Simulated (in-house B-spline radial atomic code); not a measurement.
A calculation on Ni IV (Ni3+): its settings, and results tabulated from the run. Method: Dirac-Hartree-Fock, average of configuration, Fermi nucleus of rms radius 3.7757 fm, inside a hard spherical wall at 2.16 bohr. Calculated with an all-electron radial atomic-structure program (B-spline basis).

Command:
```bash
python run_scf.py task.json out
```
Settings (nuclear radius in fm, mass in u):
```
Z                28
configuration    [Ar] 3d7
hamiltonian      dirac
method           hf
spin_polarised   False
nucleus          fermi
rms_radius       3.7757
atomic_mass      57.93534
speed_of_light   137.035999084
wall_radius      2.16
```

Output (hartree, bohr):
```
 radial grid: 60 intervals, B-splines of order 8, outer radius 2.16 bohr

 iter        energy (Eh)    residual
    1      -1512.8043625    4.09e-01
    2      -1515.4665860    2.03e-01
    3      -1516.5190760    4.54e-02
    4      -1516.5758324    1.01e-02
    5      -1516.5779142    5.60e-03
    6      -1516.5788286    1.27e-04
    7      -1516.5788289    1.18e-05
    8      -1516.5788289    2.94e-06
    9      -1516.5788289    9.18e-08

 total energy                    -1516.578829
 kinetic                           1546.40364
 electron-nucleus                 -3622.03072
 electron-electron                  559.04825

 first-order corrections (not in the total)
   Gaunt                            0.66172
   retardation                     -0.05957
   frequency dependence            -0.00185
   self-energy                      0.44069
   Uehling                         -0.03889
   Wichmann-Kroll                   0.00027

 orbital      occ     eigenvalue          <r>       <r^2>       <1/r>     <1/r^3>       <r^4>       r_max    small
 1s1/2      2.000     -310.06830    0.0540577  0.00393108     28.0977           - 3.98537e-05     0.03541  1.02e-02
 2s1/2      2.000      -39.76995     0.243574   0.0700731     6.12817           -  0.00857142       0.204  1.93e-03
 2p1/2      2.000      -34.66064     0.212856   0.0556782     6.04921           -  0.00630922      0.1632  1.89e-03
 2p3/2      4.000      -34.00942     0.216009   0.0572106     5.92616     605.396  0.00662856      0.1658  1.86e-03
 3s1/2      2.000       -6.20810     0.736976    0.623029     1.91186           -     0.60574       0.641  4.12e-04
 3p1/2      2.000       -4.55937     0.761814    0.674567     1.78975           -    0.734619       0.646  3.72e-04
 3p3/2      4.000       -4.47290     0.769741    0.688042     1.76415     75.3712    0.761347      0.6533  3.66e-04
 3d3/2      2.800       -1.87327     0.814628    0.788295     1.52397     8.32312     1.07138      0.6275  2.86e-04
 3d5/2      4.200       -1.86272     0.817045    0.792491     1.51825     8.17393     1.08059        0.63  2.84e-04
```

Cost of the run: 0.31 s on 1 thread of Intel(R) Xeon(R) 6975P-C, with other jobs on the host.

For the Dirac Hamiltonian the kinetic term is c α·p + (β - 1)c².
